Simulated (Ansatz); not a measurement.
# 1,2-elimination from carbon

Start structure (C₂H₅Br, closed shell), relaxed at PBE0-D4/def2-TZVP:

```
atom    x (Å)    y (Å)    z (Å)
 Br1  -0.8477  -1.9945  -0.4920
  C2  -0.4057  -0.0969  -0.5761
  H3  -1.3624   0.4214  -0.5838
  H4   0.0836   0.0421  -1.5380
  C5   0.4659   0.3200   0.5787
  H6   1.4103  -0.2260   0.5794
  H7   0.6878   1.3888   0.4985
  H8  -0.0321   0.1452   1.5333
```

The step: C₂H₅Br (CCBr) → C₂H₄ (C=C) + HBr; bonds formed: Br1–H8; bonds broken: Br1–C2, C5–H8. Ansatz 0.2.0; basis: def2-TZVPP and def2-QZVPP; cores frozen in the correlated methods. Filled d shells of the heavier atoms are correlated. The def2 sets are not built for correlating such inner shells, so the correlated values are less sure here. Extrapolation: Hartree–Fock as exp(−7.88 √X), correlation as X^−2.97. Energies below are by CCSD(T) at an estimated basis limit (MP2 extrapolated from triple and quadruple zeta, plus CCSD(T) − MP2 in triple zeta).

**Question.** What are the electronic barrier and the energy of the step, from the start structure to the end structure? (To be estimated.)

**Answer.** Computed: Barrier 60.60 kcal/mol; step energy 21.02 kcal/mol (uphill); reverse barrier, their difference, 39.58 kcal/mol. Barrier and step energy count from the start structure, the reverse barrier from the end structure.

The saddle point: One imaginary mode of 1446i cm⁻¹.
```csv
pair,start (Å),saddle (Å),end (Å)
Br1–H8,3.06,1.94,1.43
Br1–C2,1.95,2.72,3.81
C5–H8,1.09,1.28,2.41
```

Zero-point energy (harmonic, PBE0-D4): ZPE is 41.49 kcal/mol at the start and 36.43 kcal/mol at the saddle, so the barrier goes from 60.60 to 55.55 kcal/mol.

First-order rate constant out of the start structure at 698 K by transition-state theory, with harmonic vibrational free energies alone and no tunnelling: ΔA‡ = 54.78 kcal/mol, so k = (kB T/h) exp(−ΔA‡/kB T) ≈ 10^-4 s⁻¹ (an order of magnitude at best: rotation, the number of equivalent paths and anharmonicity are left out).

T1 diagnostic: at most 0.022.

For scale, one of the runs: CCSD(T)/def2-TZVPP, 180 basis functions, launched by `ansatz run in.yaml --threads 4 --pin off --events-out ev --progress --plain --max-ram 9574MiB`. The run took 34 s on 4 CPU threads of an Intel Xeon Platinum 8259CL (shared host), with 1.8 GiB of host memory at its peak.
